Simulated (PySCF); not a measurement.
C5H7BO. Atoms are numbered in the order given.

```xyz
14

C     -2.9739    -0.8322     0.1314
C     -1.6541    -0.9395    -0.0778
B     -0.6751     0.2509     0.1674
O     -1.1953     1.4299     0.6077
C      0.8369     0.1151    -0.0755
C      2.0361     0.0011    -0.2707
C      3.4612    -0.1431    -0.5015
H     -3.4099     0.1084     0.4857
H     -3.6680    -1.6627    -0.0382
H     -1.2567    -1.8976    -0.4326
H     -0.5164     2.1010     0.7294
H      3.9782    -0.4213     0.4306
H      3.9061     0.7974    -0.8625
H      3.6677    -0.9277    -1.2461
```

Coordinates come from a PBE0-D3(BJ)/def2-SVP optimisation. The structure was generated by enumeration, and PubChem lists no compound with its InChIKey, so it may never have been made. Other conformers were not sampled.

Calculation: TDA-M06-2X/def2-SVPD in PySCF 2.14.0.

Vertical excitations. Gas-phase values at a fixed geometry.

Question: Estimate the UV-visible absorptions. (An estimate is asked for; the answer gives what the named calculation found.)

Answer: 
```csv
state,energy (eV),λ (nm),f,main pairs
S1,4.84,256,0.000,HOMO−1→LUMO 83 %
S2,5.85,212,0.279,"HOMO→LUMO 58 %, HOMO−2→LUMO 20 %"
S3,6.12,203,0.000,HOMO−3→LUMO 86 %
S4,6.41,194,0.279,"HOMO−2→LUMO 60 %, HOMO→LUMO 31 %"
S5,6.58,189,0.000,"HOMO→LUMO+1 14 %, HOMO−2→LUMO+1 10 %, HOMO−2→LUMO+6 10 %, HOMO→LUMO+6 10 %"
S6,6.99,177,0.050,HOMO−1→LUMO+1 82 %
S7,7.13,174,0.001,HOMO→LUMO+1 62 %
S8,7.36,168,0.002,HOMO−4→LUMO 82 %
S9,7.38,168,0.031,"HOMO−2→LUMO+1 60 %, HOMO→LUMO+1 12 %, HOMO→LUMO+2 10 %"
S10,7.75,160,0.059,"HOMO−1→LUMO+5 34 %, HOMO−1→LUMO+4 21 %, HOMO−1→LUMO+2 8 %, HOMO−1→LUMO 6 %"
T1,4.02,309,0,"HOMO→LUMO 66 %, HOMO−2→LUMO 18 %"
T2,4.66,266,0,"HOMO−2→LUMO 56 %, HOMO→LUMO 17 %"
T3,4.70,264,0,HOMO−1→LUMO 84 %
T4,5.71,217,0,HOMO−3→LUMO 88 %
```
Triplets are in the Tamm–Dancoff approximation.
